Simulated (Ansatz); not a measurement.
Computed with Ansatz on PBE0-D4/def2-TZVP structures; ΔE is electronic, products minus reactants. CCSD(T)/CBS is the MP2 limit (def2-TZVPP, def2-QZVPP) plus CCSD(T) − MP2 in def2-TZVPP, frozen cores. DFT in def2-TZVPP. Elements past krypton have def2 core potentials. For Ge, I outer-core shells are correlated without core-valence functions, which leaves a few kJ/mol of doubt a bond. Scalar relativity is left out up to krypton. One conformer a species, not always the lowest.

`C[B](F)[GeH2][Cl]` + `COCI` → `C[O][GeH2][Cl]` + `CB(F)CI`  (formal exchange of groups at a Ge–B bond)

`C[B](F)[GeH2][Cl]`:

```xyz
10

C     0.878   -1.221    0.522
B     0.211    0.152    0.780
F     0.318    0.753    1.958
Ge   -0.903    1.174   -0.667
Cl   -0.920   -0.064   -2.453
H     1.433   -1.604    1.380
H     0.116   -1.950    0.225
H     1.546   -1.154   -0.345
H    -2.380    1.393   -0.299
H    -0.299    2.521   -1.102
```

`COCI`:

Cartesian coordinates in Å:
```
C -0.524 -0.427 -1.008
O 0.732 -0.119 -0.443
C 0.702 0.175 0.879
I -0.194 2.143 1.337
H -1.010 -1.243 -0.460
H -0.343 -0.733 -2.036
H -1.176 0.453 -0.993
H 1.717 0.263 1.252
H 0.095 -0.512 1.473
```

`C[O][GeH2][Cl]`:

Cartesian coordinates in Å:
```
C 0.111 -0.662 -1.260
O -0.760 -0.282 -0.218
Ge -0.071 0.605 1.147
Cl -1.734 0.994 2.428
H -0.479 -1.189 -2.011
H 0.582 0.204 -1.744
H 0.903 -1.338 -0.913
H 0.512 1.944 0.670
H 0.937 -0.276 1.900
```

`CB(F)CI`:

```xyz
10

C     0.224    0.296   -1.359
B     0.524   -0.237    0.075
F     1.599   -1.006    0.261
C    -0.331    0.092    1.345
I    -1.814   -1.470    1.215
H     0.457   -0.444   -2.127
H     0.880    1.156   -1.546
H    -0.804    0.638   -1.489
H    -0.896    1.021    1.319
H     0.162   -0.047    2.305
```

CCSD(T)/CBS gives -117.8 kJ/mol.

Problem. Another level gave -114.5 kJ/mol. Which?
A. ωB97M-V/def2-TZVPP
B. SCS-MP2/def2-TZVPP
C. PBE/def2-TZVPP
D. LDA (SPW92)/def2-TZVPP

Solution. A. ωB97M-V -114.5, PBE -91.6, SCS-MP2/def2-TZVPP -127.5, LDA (SPW92) -86.5 kJ/mol.

Largest T1 diagnostic among the species: 0.012.

Leaving LDA and LC-ωPBE aside and taking each functional with its dispersion term where it has one, the values, not all of them listed here, spread over 25.8 kJ/mol, from PBE-QIDH to PBE-D4. LDA lies +5.2 kJ/mol from PBE without D4. From r2SCAN to r2SCAN0 (25 % exact exchange), in def2-TZVPP and without D4, ΔE moves by −6.1 kJ/mol.

CCSD(T)/CBS has its own doubt, a few kJ/mol and more with outer-core shells, so smaller differences from it don't rank the levels.
